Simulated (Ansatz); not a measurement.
**Question.** Name a neutral molecule of B, C, N and H with LUMO energy (ωB97M-V/def2-TZVPP) between 1.15 and 1.45 eV and ideal-gas entropy at 298 K and 1 bar (rigid rotor, harmonic PBE0-D4/def2-TZVP) between 293 and 309 J/(mol·K) (Ansatz, PBE0-D4/def2-TZVP geometry).

**Answer.** `BN(C)C=C` (1.32 eV, 309 J/(mol·K)). Other molecules can fit too; these were computed, each in one conformer that needn't be the lowest.
